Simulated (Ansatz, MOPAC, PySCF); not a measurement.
Noncovalent pair: CH3F (SMILES CF) (first 5 atoms) with CH6Si (SMILES C[SiH3]); geometry from B3LYP-D3(BJ)/def2-TZVP, rigid monomers moved along the line of their centres of mass till F2···Si7 is 5.85 Å.
(charge 0, multiplicity 1):
| atom | x (Å) | y (Å) | z (Å) |
|---|---|---|---|
| C | -0.6817 | 0.4925 | -0.3017 |
| F | 0.3161 | -0.2714 | 0.2995 |
| H | -0.4888 | 0.5315 | -1.3741 |
| H | -1.6455 | 0.0230 | -0.1049 |
| H | -0.6574 | 1.4946 | 0.1264 |
| C | 1.2558 | -1.1288 | 6.1566 |
| Si | -0.1475 | 0.1108 | 6.1181 |
| H | 2.1208 | -0.7201 | 6.6823 |
| H | 1.5586 | -1.3851 | 5.1412 |
| H | 0.9516 | -2.0439 | 6.6680 |
| H | -0.5683 | 0.4666 | 7.4974 |
| H | -1.3316 | -0.4388 | 5.4134 |
| H | 0.2584 | 1.3627 | 5.4335 |

Monomers are frozen at their geometry in the pair; levels with a basis set take the counterpoise correction. Rows marked so take none.

Frozen-core correlation. Rows in 6-311+G**, 6-31G* carry no dispersion term and start afresh at each structure (6-31G* with six Cartesian d functions). The state that AM1, PM6, PM7 reach isn't checked; PM7 holds dispersion and hydrogen-bond terms.

Codes used: Ansatz (Gaussian orbitals); MOPAC for AM1, PM6, PM7 (differences of heats of formation); PySCF for 6-311+G** rows, 6-31G* rows, the dispersion terms. Each number belongs to the level named beside it.

Other levels give for the interaction energy: PBE/def2-TZVPPD -0.6; B3LYP/def2-TZVPPD -0.5; B3LYP-D3(BJ)/def2-TZVPPD -0.9; wB97M-V/def2-TZVPPD -0.9; CCSD(T)/aug-cc-pV(D+d)Z -0.9 kJ/mol.

Common cheap choices:

| level | interaction energy (kJ/mol) |
|---|---|
| AM1 | -0.2 |
| PM6 | 0.0 |
| PM7 | -0.1 |
| HF/6-31G* (no counterpoise) | -0.6 |
| BP86/6-31G* (no counterpoise) | -0.5 |
| B3LYP/6-31G* (no counterpoise) | -0.5 |
| B3LYP/6-311+G** (no counterpoise) | -0.6 |
| M06-2X/6-31G* (no counterpoise) | -0.5 |

Ansatz is a program for electronic structure.
